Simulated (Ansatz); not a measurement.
Stepwise reaction of `[O]=[W](=[O])([OH])[OH]` with hydrogen fluoride, as a gas-phase model of exchange steps in deposition or etching. ΔE in kJ/mol; ΔG adds harmonic PBE0-D4 terms to CCSD(T)/CBS, at 1 bar.

Calculated with Ansatz (gas phase, PBE0-D4/def2-TZVP geometries, no zero-point term in ΔE). CBS: MP2 limit from def2 TZ/QZ plus the TZ coupled-cluster correction, frozen cores. This one scheme is used for every species. Functionals use def2-TZVPP. B3LYP here is the variant with VWN-RPA as its local correlation; programs differ in this. def2 core potentials past Kr. For W outer-core shells are correlated without core-valence functions, which leaves a few kJ/mol of doubt a bond. One conformer a species, not always the lowest.

```tsv
step	reaction	PBE-D4	B3LYP-D4	ωB97M-V	CCSD(T)/CBS	ΔG(500 K)
2	`[O]=[W](=[O])([OH])[F]` + H–F → `[O]=[W](=[O])([F])[F]` + H₂O	-20.8	-19.0	-19.8	-14.5	-12.2
```

**Question.** Give the row of step 1, `[O]=[W](=[O])([OH])[OH]` + H–F → `[O]=[W](=[O])([OH])[F]` + H₂O. (Estimate.)

**Answer.** Computed: 
| step | reaction | PBE-D4 | B3LYP-D4 | ωB97M-V | CCSD(T)/CBS | ΔG(500 K) |
| --- | --- | --- | --- | --- | --- | --- |
| 1 | `[O]=[W](=[O])([OH])[OH]` + H–F → `[O]=[W](=[O])([OH])[F]` + H₂O | -26.3 | -25.0 | -25.7 | -20.1 | -23.1 |

**Question.** By hand: ΔE of the 2 steps together at CCSD(T)/CBS.

**Answer.** (-20.1) + (-14.5) = -34.6 kJ/mol, or -17.3 kJ/mol a step.

In ΔE each step is higher than the one before. All are downhill at CCSD(T)/CBS. ΔG lies between -23.1 and -12.2 kJ/mol a step. PBE-D4 differs from CCSD(T)/CBS by -6.3 to -6.2 kJ/mol a step. Isolated molecules leave out the surface, adducts and barriers. Largest T1 diagnostic: 0.023.
